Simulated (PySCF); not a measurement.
BHBr₂, SMILES BrBBr.

Geometry optimised at PBE-D3(BJ)/def2-TZVP.

These are M06-2X/def2-TZVPD run with PySCF values and carry that method's errors.

Computed frontier levels, gap, dipole moment and polarisability:
- highest occupied level = -9.75 eV
- lowest empty level = -1.24 eV
- orbital gap = 8.51 eV
- dipole moment = 0.49 D
- quadrupole, principal values (traceless, Buckingham form, about the centre of nuclear charge) = -0.50, 0.18, 0.31 D·Å
- mean static polarisability = 57.8 bohr³ (8.56 Å³)
- polarisability, principal values = 44.2, 51.5, 77.6 bohr³
